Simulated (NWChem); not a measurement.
System meant: InF₂ cation; SMILES [In+]([F])[F]

The following NWChem deck was run.

```
start job
memory heap 200 mb stack 900 mb global 1100 mb
charge 1
geometry units angstroms noautoz
  In     0.000000     0.000000     0.000000
  F      0.000000     0.000000     1.875628
  F      0.000000     0.000000    -1.875628
end
basis spherical
  * library def2-svp
end
dft
  xc b3lyp
  iterations 150
  mulliken
end
task dft energy
```

End of the output:

```
             Grid Information
             ----------------
          Grid used for XC integration:  medium
          Radial quadrature: Mura-Knowles
          Angular quadrature: Lebedev.
          Tag              B.-S. Rad. Rad. Pts. Rad. Cut. Ang. Pts.
          ---              ---------- --------- --------- ---------
          In                  1.55      123           7.0       590
          F                   0.50       49           8.0       434
          Grid pruning is: on
          Number of quadrature shells:   172
          Spatial weights used:  Erf1

          Convergence Information
          -----------------------
          Convergence aids based upon iterative change in
          total energy or number of iterations.
          Levelshifting, if invoked, occurs when the
          HOMO/LUMO gap drops below (HL_TOL):  1.00D-02
          DIIS, if invoked, will attempt to extrapolate
          using up to (NFOCK): 10 stored Fock matrices.

                    Damping( 0%)  Levelshifting(0.5)       DIIS
                  --------------- ------------------- ---------------
          dE  on:    start            ASAP                start
          dE off:    2 iters        150 iters           150 iters

      Screening Tolerance Information
      -------------------------------
          Density screening/tol_rho:  1.00D-10
          AO Gaussian exp screening on grid/accAOfunc:  14
          CD Gaussian exp screening on grid/accCDfunc:  20
          XC Gaussian exp screening on grid/accXCfunc:  20
          Schwarz screening/accCoul:  1.00D-08

      Superposition of Atomic Density Guess
      -------------------------------------

      charge =      49.0 In (Indium)

      symmetry species            s     p     d     f
      number of basis functions =10     7     6
      number of cont. functions = 4     4     2
      number of closed shells   = 5     3     2
      number of open shells     = 0     1     0
      open shell occupation     = 0     1     0
 ------------------------------------------------------------------------
 atomscf:atomd: error in atom scf                   0
 ------------------------------------------------------------------------
 ------------------------------------------------------------------------
  current input line :
    17: task dft energy
 ------------------------------------------------------------------------
 ------------------------------------------------------------------------
 This error has not yet been assigned to a category
 ------------------------------------------------------------------------
 For more information see the NWChem manual at https://nwchemgit.github.io

0:atomscf:atomd: error in atom scf:Received an Error in Communication
```

Question: What is wrong, and how is it mended?

Answer: The program stopped with an error. Cause: the def2 basis of a heavy element holds valence functions alone and wants its effective core potential (without it all electrons must fit into that basis). This input runs:
```
start job
memory heap 200 mb stack 900 mb global 1100 mb
charge 1
geometry units angstroms noautoz
  In     0.000000     0.000000     0.000000
  F      0.000000     0.000000     1.875628
  F      0.000000     0.000000    -1.875628
end
basis spherical
  * library def2-svp
end
ecp
  In library def2-ecp
end
dft
  xc b3lyp
  iterations 150
  mulliken
end
task dft energy
```
It converges to -389.40989 Ha (B3LYP/def2-SVP with def2 effective core potentials on In).
